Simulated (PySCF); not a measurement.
# From a computed spectrum to the compound

A species of 7 atoms with charge 1 has these harmonic modes (PBE0, small Gaussian bases with core potentials, PySCF 2.14.0):

```csv
cm⁻¹,km/mol,symmetry
143,0.0,a
204,0.0,a
263,4.4,b
383,28.2,b
472,39.2,a
605,0.1,a
626,454.7,b
629,145.0,b
644,37.0,a
1505,42.9,b
1516,39.2,a
3532,142.5,b
3538,72.7,a
3613,66.5,b
3615,50.4,a
```

**Question.** Which species is it, and in which structure?

**Answer.** [Yb(NH2)2]+ (singlet in the valence; each metal's 4f electrons, 13 of them, lie in its core potential, out of spins and levels):
```xyz
7

Yb    0.0000    0.0000   -0.1991
N     1.6073    0.1620    1.0300
H     1.5303    0.1672    2.0496
H     2.6028    0.2548    0.8201
N    -1.6073   -0.1620    1.0300
H    -1.5303   -0.1672    2.0496
H    -2.6028   -0.2548    0.8201
```
Ideal gas at 298.15 K and 1 bar: S = 320.5 J/(mol K), Cp = 85.0 J/(mol K), H − H(0 K) = 17.4 kJ/mol (rigid rotor, harmonic modes, spin degeneracy alone, that of the 4f electrons in the core included). An lcecp potential fixes the number of 4f electrons, so in runs with it no electron can move into or out of that shell.
 The answer isn't unique; the calculation gave this one.
